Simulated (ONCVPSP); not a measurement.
## Ranking ONCV potentials for strontium

All share these settings but for the change named:

```
Element                 : strontium (Sr)
Generator               : ONCVPSP 4.0.1
Type                    : optimised norm-conserving Vanderbilt (ONCV)
Functional              : PBEsol
Relativity              : scalar-relativistic
Frozen core             : [Ar] 3d10
Valence charge          : 10
Reference configuration : 4s2 4p6 5s1.75 5p0.25
Partial waves           : 4s+5s: rc 2.15 bohr, ncon 3, nbas 7, qcut 7.1 1/bohr, 2 projectors; 4p+5p: rc 2.05 bohr, ncon 3, nbas 7, qcut 6 1/bohr, 2 projectors; d scattering state at 0.03 Ha: rc 1.65 bohr, ncon 4, nbas 8, qcut 5.3 1/bohr, 2 projectors, debl 2.8 Ha
Local potential         : polynomial inside 1.55 bohr (lpopt 5, dvloc0 0 Ha)
Core correction         : Teter function, fcfact 5.5, rcfact 1.6
```

In the d channel the program set the typed energies aside and used 0.050, 2.850 Ha.

Cutoff: the first of the cutoffs (Ha) at which the residual kinetic energy of the hardest occupied pseudo-wave falls to 1 and 0.1 mHa per electron; the density cutoff is not measured.

The base gives 14 Ha.

Of 5 variants that were run, those that failed, showed a ghost or another fault, or gave nearly equal values are left out.

(1) Rank these variants from softest to hardest (loose cutoff).
A. s: qcut 4.5; p: qcut 3.8; d: qcut 3.4
B. s: qcut 6; p: qcut 5.1; d: qcut 4.5
C. s: qcut 7.8; p: qcut 6.6; d: qcut 5.8

Answers

(1) A (7 Ha), B (11 Ha), C (16 Ha).
